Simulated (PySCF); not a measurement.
Polarisability and C₆ of Ga(3+) (gallium, charge +3)

[Ar] 3d10, closed-shell 1S. Computed with PySCF 2.14 in aug-cc-pwCVTZ-PP with ECP10MDF, with a scalar-relativistic core potential. Coupled (time-dependent) response in atomic units; α is the mean over directions.

```csv
method,mean α (bohr³),C₆ (like pair),S(−4)
UHF,1.190,2.530,0.4053
PBE,1.407,3.034,0.6852
PBE0,1.333,2.862,0.5785
r2SCANh,1.352,2.931,0.5920
M06-L,1.330,2.859,0.5746
```

S(−4) is the Cauchy moment in α(ω) = α(0) + S(−4) ω² + …

α(iu) at PBE:

```tsv
u (hartree)	α(iu) (bohr³)
0	1.407
0.0500	1.406
0.100	1.401
0.200	1.381
0.300	1.350
0.500	1.266
0.750	1.145
1.00	1.028
1.50	0.8337
2.00	0.6893
3.00	0.4958
5.00	0.2916
```

A single London oscillator, α(iu) = α/(1 + u²/ω²), gives C₆ = (3/4) ω α². Matching the computed C₆ needs ω = 4 × 3.034 / (3 × 1.407²) = 2.04 hartree.

For an ion, C₆ is the dispersion term alone; charge-induced terms of lower order in 1/R come first.

Energies and moments cover only the electrons outside the core potential.
